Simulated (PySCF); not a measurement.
# Spin states of MnS

Unrestricted PBE0; Mn def2-TZVPP, S def2-TZVPP; no relativity (PySCF 2.14). Outer shells of the fragments: Mn 3d5 4s2; S 3s2 3p4.

Followed along the bond (rough minima from three points):

```json
{"2Ms+1": "6", "unpaired": "σ ↑, π ↑↑, δ ↑↑", "⟨S²⟩ at the start": "8.88", "R at minimum (Å)": "2.06", "Te (eV)": "0.00"}
{"2Ms+1": "6", "unpaired": "σ ↑↑, π ↑, δ ↑↑", "⟨S²⟩ at the start": "9.58", "R at minimum (Å)": "2.29", "Te (eV)": "0.77"}
{"2Ms+1": "8", "unpaired": "σ ↑↑, π ↑↑↑, δ ↑↑", "⟨S²⟩ at the start": "15.76", "R at minimum (Å)": "2.36", "Te (eV)": "0.89"}
{"2Ms+1": "4", "unpaired": "π ↑, δ ↑↑", "⟨S²⟩ at the start": "5.07", "R at minimum (Å)": "2.18", "Te (eV)": "1.16"}
{"2Ms+1": "6", "unpaired": "π ↑↑↑, δ ↑↑", "⟨S²⟩ at the start": "9.31", "R at minimum (Å)": "2.29", "Te (eV)": "1.45"}
{"2Ms+1": "4", "unpaired": "σ ↑, π ↑↓, δ ↑↑", "⟨S²⟩ at the start": "4.82", "R at minimum (Å)": "2.08", "Te (eV)": "1.52"}
```

Solutions found at the starting distance of 2.105 Å, counted from the lowest of them; the search is not exhaustive and high or unbound solutions are not listed, so other states can lie among these:

```
2Ms+1           unpaired   term  E (eV)   ⟨S²⟩  ⟨Lz²⟩  μ (D)
    6    σ ↑, π ↑↑, δ ↑↑    ⁶Σ⁺    0.00   8.88   0.00  -6.27
    6    σ ↑↑, π ↑, δ ↑↑  mixed    0.95   9.58   1.02  -1.34
    4          π ↑, δ ↑↑  mixed    1.18   5.07   1.04  -2.77
    8  σ ↑↑, π ↑↑↑, δ ↑↑     ⁸Π    1.30  15.76   1.01  -1.30
    4    σ ↑, π ↑↓, δ ↑↑  mixed    1.51   4.82   2.02  -5.52
    6        π ↑↑↑, δ ↑↑  mixed    1.63   9.31   1.02  -2.50
```

A term symbol is given only where ⟨S²⟩ and ⟨Lz²⟩ are close to those of a pure state; real π, δ and φ orbitals otherwise mix terms. A positive dipole means Mn(−)S(+).

Problem. Compare the gap between the two lowest followed solutions at the starting distance with the gap between their minima.

Solution. At PBE0 the second solution (Ms = 2.5 of mixed spin, unpaired electrons σ ↑↑, π ↑, δ ↑↑) lies +0.95 eV from the first (sextet, unpaired electrons σ ↑, π ↑↑, δ ↑↑) at 2.105 Å and +0.77 eV at the minima; the two curves relax by different amounts, since their minima lie near 2.29 and 2.06 Å.

The state is the lowest single determinant that the PBE0 search found; with open d or f shells the true ground state can be another one.
